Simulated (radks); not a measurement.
The numbers below are computed, except where a source is named.
Ionisation of Be+, [He] 2s1, to Be2+, [He], under several functionals. Scalar-relativistic Kohn-Sham, spin-polarised, spherical densities, point nucleus; open shells are filled with parallel spins first; a radial shooting solver on a logarithmic mesh with Libxc functionals.

| functional | E(Be+) (hartree) | Exc (hartree) | IE (eV) | -e(HOMO) (eV) | <r> HOMO (bohr) | IE error (eV) |
|---|---|---|---|---|---|---|
| PW91 | -14.31829 | -2.53814 | 18.547 | 14.507 | 2.253 | +0.336 |
| OLYP | -14.33931 | -2.56461 | 18.578 | 14.345 | 2.246 | +0.367 |
| LDA (Slater exchange, VWN5 correlation) | -14.11829 | -2.31685 | 18.257 | 14.302 | 2.264 | +0.046 |
| B86b exchange with PBE correlation | -14.32491 | -2.54560 | 18.527 | 14.511 | 2.250 | +0.315 |
| PBEsol | -14.20832 | -2.41853 | 18.289 | 14.343 | 2.261 | +0.078 |
| revPBE | -14.33607 | -2.55819 | 18.517 | 14.494 | 2.254 | +0.306 |
| LDA (Slater exchange, Perdew-Wang correlation) | -14.11746 | -2.31598 | 18.256 | 14.301 | 2.265 | +0.045 |
| HCTH/407 | -14.33194 | -2.55433 | 18.405 | 14.593 | 2.259 | +0.194 |
| BP86 | -14.32751 | -2.54895 | 18.392 | 14.499 | 2.253 | +0.180 |

NIST Atomic Spectra Database: 18.211 eV (measured). Closest: LDA (Slater exchange, Perdew-Wang correlation). The Delta-SCF values span 0.32 eV, the total energies 0.22 hartree. The highest occupied level is 2s.
